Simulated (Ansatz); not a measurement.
Input for Ansatz (a quantum-chemistry and plane-wave program): R-CCSD(T)/def2-SVP on H2SSe2 (SMILES S[Se][SeH]), a point of a torsion scan. The run froze 33 orbitals, filled d shells among them.

Ansatz 0.2 input:
```yaml
crystal:
  periodic: [false, false, false]
  atoms:
    - {symbol: S, position_ang: [1.64933647, -0.44923018, -0.13614238]}
    - {symbol: Se, position_ang: [-0.33456410, -1.25646083, -0.41869809]}
    - {symbol: Se, position_ang: [-1.66265824, -0.03048237, 1.14770632]}
    - {symbol: H, position_ang: [1.60234571, 0.52331554, -1.05607510]}
    - {symbol: H, position_ang: [-0.55132922, 0.75551486, 1.63973960]}
basis:
  gaussian:
    orbitals: def2-SVP
magnetization: {spin_polarized: false}
correlation: {method: ccsd_t, electrons: outside_noble_gas}
scf: {lower_state_search: off}
```

The log:

```
WARN ansatz: RAYON_NUM_THREADS=1 ignored (pool sized by the plan → 1); use --threads N
Functional definition: HF
these checks for a lower state are left out or cut short: stability, starts, cluster_reference, orbital_swaps, neighbouring_geometries, increment
integrals: 0.10 GiB planned
881 factors; integrals over basis functions are off by at most 1.1e-3 eV
mean field: 0.38 GiB planned
mean field evaluation 1: about -141434.6775 eV, gradient 1.4e1 eV
mean field evaluation 2: about -141434.7017 eV, gradient 1.4e1 eV
mean field evaluation 4: about -141435.5880 eV, gradient 2.0e0 eV
mean field evaluation 8: about -141435.6060 eV, gradient 1.9e-4 eV
mean field -141435.60604412 eV, -5197.6626536245 hartree, gradient 2.7e-6 eV, S^2 0.000000; 0 other end points of the search recorded, 0 dependent functions left out
33 core orbitals not correlated
reference -141435.60604412 eV, -5197.6626536245 hartree; 10, 10 occupied and 49, 49 virtual orbitals, 881 factors
second order -9.98376249 eV of doubles, -0.00000000 eV of singles
coupled cluster: 0.16 GiB planned
cycle   1  -10.77434896 eV  change   -7.9e-1 eV  update   7.9e-2
cycle   2  -11.10068992 eV  change   -3.3e-1 eV  update   2.6e-2
cycle   3  -11.14401575 eV  change   -4.3e-2 eV  update   1.0e-2
cycle   4  -11.14236517 eV  change    1.7e-3 eV  update   3.3e-3
cycle   5  -11.14199768 eV  change    3.7e-4 eV  update   1.6e-3
cycle   6  -11.14163042 eV  change    3.7e-4 eV  update   6.1e-4
cycle   7  -11.14158171 eV  change    4.9e-5 eV  update   1.8e-4
cycle   8  -11.14161758 eV  change   -3.6e-5 eV  update   6.2e-5
cycle   9  -11.14161279 eV  change    4.8e-6 eV  update   2.6e-5
cycle  10  -11.14160857 eV  change    4.2e-6 eV  update   1.1e-5
perturbative correction -0.36090848 eV, -0.0132631421 hartree
Total energy: -141447.10856117 eV, -5198.0853633294 hartree
Checks for a lower state left out: stability, starts, cluster_reference, orbital_swaps, neighbouring_geometries, increment
```

Self-consistency was reached.

Cost: around 2.3 core-seconds (rough).
